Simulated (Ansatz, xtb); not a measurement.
Relative energy of two isomers of C4H7BF2O

Structure a is `FB(F)[C@@H]1CCOC1`, a singlet and structure b is `O[C@H]1C[C@@H](B(F)F)C1`, a singlet. Both are isolated molecules in the gas phase, relaxed with PBE0-D3(BJ)/def2-SVP, each in the lowest conformer that the search found.

a (Å):

```yaml
atoms:
  - { symbol: C, position_ang: [-0.9150, -0.2987, 0.0589] }
  - { symbol: C, position_ang: [-0.4016, -0.0119, 1.4807] }
  - { symbol: C, position_ang: [1.0321, -0.5255, 1.3963] }
  - { symbol: C, position_ang: [0.3450, 0.0360, -0.7455] }
  - { symbol: B, position_ang: [-2.1756, 0.5477, -0.3052] }
  - { symbol: F, position_ang: [-3.3535, 0.0053, -0.5591] }
  - { symbol: F, position_ang: [-2.1176, 1.8684, -0.3537] }
  - { symbol: O, position_ang: [1.4406, -0.3356, 0.0606] }
  - { symbol: H, position_ang: [-1.1381, -1.3741, -0.0343] }
  - { symbol: H, position_ang: [-0.4119, 1.0729, 1.6764] }
  - { symbol: H, position_ang: [-0.9911, -0.5048, 2.2673] }
  - { symbol: H, position_ang: [1.7145, 0.0143, 2.0738] }
  - { symbol: H, position_ang: [1.0822, -1.6004, 1.6559] }
  - { symbol: H, position_ang: [0.3947, -0.5116, -1.7005] }
  - { symbol: H, position_ang: [0.3889, 1.1190, -0.9732] }
```

b (Å):

```xyz
15

C    -1.1747   -0.3224   -0.6785
C     0.0027    0.6320   -0.4155
C     0.4785   -0.3442    0.6978
C    -0.9770   -0.8898    0.7376
B     1.0439    0.2840    2.0046
F     0.3553    1.2109    2.6547
F     2.2077   -0.0523    2.5337
O    -2.4071    0.1660   -1.0811
H    -2.6900    0.8304   -0.4430
H    -0.8824   -1.0774   -1.4266
H     0.6942    0.8667   -1.2381
H    -0.3631    1.5766    0.0218
H     1.1632   -1.0989    0.2829
H    -1.5871   -0.3249    1.4628
H    -1.1296   -1.9657    0.9082
```

Quicker runs give these differences E(b) − E(a): GFN2-xTB +41.4 kJ/mol; HF/STO-3G +111.3 kJ/mol (at GFN2-xTB geometries); r2SCAN-D4/def2-SVP +49.2 kJ/mol (at GFN2-xTB geometries).

Problem. Estimate E(b) − E(a) at the level CCSD(T)/def2-SVP + ΔMP2/def2-TZVPP.

Solution. Calculated at CCSD(T)/def2-SVP + ΔMP2/def2-TZVPP: E(b) − E(a) = +36.8 kJ/mol, so structure a lies lower.

Level by level:

```
                             level              geometry  E(b) − E(a) (kJ/mol)  departure from the last row (kJ/mol)  job, with rough time for the two
                          GFN2-xTB              GFN2-xTB                   +41.4                                  +4.6              optimisation, 0.53 s
                         HF/STO-3G              GFN2-xTB                  +111.3                                 +74.6               single point, 0.6 s
                r2SCAN-D4/def2-SVP              GFN2-xTB                   +49.2                                 +12.5               single point, 6.9 s
              PBE0-D3(BJ)/def2-SVP  PBE0-D3(BJ)/def2-SVP                   +40.7                                  +3.9             optimisation, 3.6 min
                       HF/def2-SVP  PBE0-D3(BJ)/def2-SVP                   +50.9                                 +14.1           part of the CCSD(T) run
                      MP2/def2-SVP  PBE0-D3(BJ)/def2-SVP                   +36.8                                   0.0           part of the CCSD(T) run
                  CCSD(T)/def2-SVP  PBE0-D3(BJ)/def2-SVP                   +41.0                                  +4.2                      single point
CCSD(T)/def2-SVP + ΔMP2/def2-TZVPP  PBE0-D3(BJ)/def2-SVP                   +36.8                                                   single point, 2.9 min
```

As drawn, b has 1 C–C, 1 O–H in place of 1 C–O, 1 C–H. Structure a has a 5-membered ring, b a 4-membered ring.

None of the levels shown reverses the order. The largest departure from CCSD(T)/def2-SVP + ΔMP2/def2-TZVPP is that of HF/STO-3G, 74.6 kJ/mol. The last row adds to CCSD(T) the change of the MP2 difference between the two basis sets, here −4.2 kJ/mol.

With thermal terms from frequencies at re-optimised GFN2-xTB minima (ideal gas, soft modes damped towards free rotors, one conformer each, 298.15 K, 1 atm): the zero-point term adds −2.2 kJ/mol; ΔH is +35.0 and ΔG +34.9 kJ/mol.

The correlated steps freeze 8 core orbitals. Programs: Ansatz 0.2.0, xtb 6.7.1; the last row on 4 threads of Arm Neoverse N1 on a shared host.
